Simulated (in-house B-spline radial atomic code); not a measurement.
How numerical settings move a run on Zn³⁺, [Ar] 3d9. Computed with an all-electron radial atomic-structure program (B-spline basis): scalar-relativistic (X2C) Hartree-Fock, average of configuration, Fermi nucleus of rms radius 3.9283 fm.

Command:
```bash
python run_scf.py task.json out
```
Settings of the sound reference run:
```
Z                30
electrons        27
configuration    [Ar] 3d9
hamiltonian      x2c
method           hf
spin_polarised   False
nucleus          fermi
rms_radius       3.9283
mass_number      64
atomic_mass      63.92914
speed_of_light   137.036
knot_spacing     0.22
spline_order     8
gauss_points     12
box_radius       16.22
max_iterations   70
damping          0.5
damped_steps     3
diis_vectors     10
tolerance        1e-08
start            Thomas-Fermi
```

Cost of the run: 0.2 s on 1 thread of Intel(R) Xeon(R) Platinum 8259CL CPU @ 2.50GHz (shared host).

It converges in 10 iterations to -1792.045386 hartree, with 3d at -62.7957 eV. The other runs change the listed settings, some to values that make no sense; their results aren't properties of the atom or ion. Radii are in bohr (the nuclear one in fm), a minus after a letter asks for a j subshell, and «unchanged» means within 1e-8 hartree. The run stops when the residual is below 10 × tolerance × max(1, Z/10), or a noise floor if that is larger, and the energy moves by less than 1e-8 × √|E| hartree; so very loose and very tight tolerances often act alike.

```tsv
changed settings	outcome
box_radius = 32.44	converged in 10 iterations, energy +3.25e-07 hartree from the reference
box_radius = 3.24	converged in 10 iterations, energy +1.38e-02 hartree from the reference, 3d level +3.7e-01 eV (the program warns: 3d reaches the box edge; 3s reaches the box edge)
max_iterations = 8	not converged after 8 iterations, last residual 3.3e-05, last energy +1.55e-08 hartree from the reference
spline_order = 5, max_iterations = 50, damped_steps = 0	converged in 8 iterations, energy +1.81e-05 hartree from the reference, 3d level -2.3e-05 eV
max_iterations = 3	not converged after 3 iterations, last residual 1.0e-01, last energy +2.23e-01 hartree from the reference
max_iterations = 5	not converged after 5 iterations, last residual 9.2e-03, last energy +1.82e-03 hartree from the reference
box_radius = 0.97	converged in 8 iterations, energy +5.25e+01 hartree from the reference, 3d level +1.9e+02 eV (the program warns: 3d has a positive eigenvalue: unbound, held by the box; 3p has a positive eigenvalue: unbound, held by the box)
first_knot = 3.33e-06, max_iterations = 50, damped_steps = 0	converged in 8 iterations, energy +9.89e-07 hartree from the reference, 3d level -1.6e-05 eV
tolerance = 1e-06	converged in 9 iterations, energy unchanged, 3d level +1.6e-04 eV
tolerance = 1e-05	converged in 8 iterations, energy +1.54e-08 hartree from the reference, 3d level +1.9e-03 eV
hamiltonian = dirac, spin_polarised = True	stopped with error: spin polarisation is not served with the Dirac Hamiltonian
box_radius = 2.43	converged in 10 iterations, energy +2.01e-01 hartree from the reference, 3d level +3.2e+00 eV (the program warns: 3d reaches the box edge; 3s reaches the box edge)
max_iterations = 2	not converged after 2 iterations, last residual 5.1e-01, last energy +5.44e+00 hartree from the reference
box_radius = 0.65	converged in 8 iterations, energy +2.60e+02 hartree from the reference, 3d level +6.0e+02 eV (the program warns: 3d has a positive eigenvalue: unbound, held by the box; 3s has a positive eigenvalue: unbound, held by the box)
box_radius = 64.88, max_iterations = 60, damped_steps = 8	converged in 13 iterations, energy +2.96e-07 hartree from the reference, 3d level +6.5e-07 eV
box_radius = 4.87	converged in 10 iterations, energy +4.92e-05 hartree from the reference, 3d level +2.6e-03 eV (the program warns: 3d reaches the box edge)
```

Problem. What happens with box_radius = 1.62?

Solution. Converged in 9 iterations, energy +3.46e+00 hartree from the reference, 3d level +2.7e+01 eV (the program warns: 3d reaches the box edge; 3s reaches the box edge).

Problem. What happens with box_radius = 8.11?

Solution. Converged in 10 iterations, energy +1.33e-07 hartree from the reference, 3d level +6.7e-07 eV.

Problem. What happens with box_radius = 64.88?

Solution. Converged in 10 iterations, energy +2.96e-07 hartree from the reference.

Problem. What happens with electrons = 28, configuration = [Ar] 3d9 3f1, max_iterations = 50?

Solution. Stopped with error: there is no 3f shell.
